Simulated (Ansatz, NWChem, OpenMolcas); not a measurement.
**BI3 (boron triiodide): the atomisation enthalpy at 298 K, rung by rung**

The species is BI3 (4 atoms), meant as a singlet with charge 0. SMILES: `IB(I)I`. The coordinates come from a PBE0-D4/def2-TZVP relaxation.

Quantity: the atomisation enthalpy at 298 K, in kJ/mol. The values are calculated. The thermal term (zero-point and 298 K enthalpy, harmonic and unscaled) is that of PBE0-D4/def2-TZVP; the spin-orbit lowering of the free atoms at 298 K, 91.0 kJ/mol by their spectra, is taken off.

**What was measured.** NIST-JANAF tables; in doubt: it rests on an older heat of the boron atom gives the atomisation enthalpy at 298 K of the gas as 819 kJ/mol.

```
                              level                    kind     program  value (kJ/mol)  computed − measured  CPU time (all runs)
    SVWN5/def2-SVP (core potential)                     LDA      NWChem            1081                 +262                 20 s
   revPBE/def2-SVP (core potential)                     GGA      Ansatz             848                  +29                 11 s
   M06-2X/def2-SVP (core potential)         hybrid meta-GGA  OpenMolcas             795                  -24                 31 s
CAM-B3LYP/def2-SVP (core potential)  range-separated hybrid      Ansatz             807                  -12                 15 s
   B2PLYP/def2-SVP (core potential)           double hybrid      Ansatz             820                   +1                 17 s
 PBE-QIDH/def2-SVP (core potential)           double hybrid      Ansatz             863                  +44                 19 s
 RPA@PBE0/def2-SVP (core potential)                     RPA      Ansatz             738                  -81                 24 s
      MP2/def2-SVP (core potential)     perturbation theory      NWChem             843                  +24                 35 s
  BCCD(T)/def2-SVP (core potential)   coupled cluster or CI      Ansatz             780                  -39                 69 s
```

Nearest: B2PLYP/def2-SVP (core potential) (+1 kJ/mol); farthest: SVWN5/def2-SVP (core potential) (+262 kJ/mol). Computed less measured by kind, in kJ/mol (def2-SVP rows): LDA +262; GGA +29; global hybrid -24; range-separated hybrid -12; double hybrid +1 to +44; RPA -81; perturbation theory +24; coupled cluster or CI -39. In a finite basis correlated wave-function methods underbind, so their errors here aren't those of the basis-set limit. The measured heats of formation of B, Si, Al and metal atoms are uncertain by some kJ/mol each. In the correlated wave-function rows the outer d shell of I is correlated, in sets not made for it. Times are those of the runs behind each value, whatever else they computed, on shared processors of several kinds: orders of magnitude only.
